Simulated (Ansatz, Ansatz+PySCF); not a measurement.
```xyz
12

C     1.4000    0.0000    0.0000
C     0.7000    1.2124    0.0000
C    -0.7000    1.2124    0.0000
C    -1.4000    0.0000    0.0000
C    -0.7000   -1.2124    0.0000
C     0.7000   -1.2124    0.0000
O     2.6500    0.0000    0.0000
H     1.2425    2.1521    0.0000
H    -1.2425    2.1521    0.0000
O    -2.6500    0.0000    0.0000
H    -1.2425   -2.1521    0.0000
H     1.2425   -2.1521    0.0000
```

Basis set: def2-SVP (spherical functions). Charge 0, multiplicity 3.

Computed with Ansatz (development build ahead of 0.2.0); each method stands on the lowest determinant of its kind that the runs found. Restricted functionals stand beside restricted open-shell atoms, which can lie above the unrestricted atoms usual in DFT and then raise those values.

The atomization energy at this shape (free ground-state atoms in the same class of orbitals less the molecule, no zero-point energy) of triplet C6H4O2:

```csv
method,atomization energy
ωB97X (restricted open-shell),5826.7 kJ/mol
PBE0 (unrestricted),5904.3 kJ/mol
UHF,4186.9 kJ/mol
ROHF,4182.4 kJ/mol
```

**Question.** What does PBE0 (restricted open-shell) give?

**Answer.** 5926.8 kJ/mol. Caution: another spin multiplicity may lie lower; the shape is not the minimum. Caution for UHF: the unrestricted determinant is spin contaminated. Caution for ROHF: an unrestricted determinant lies well below.
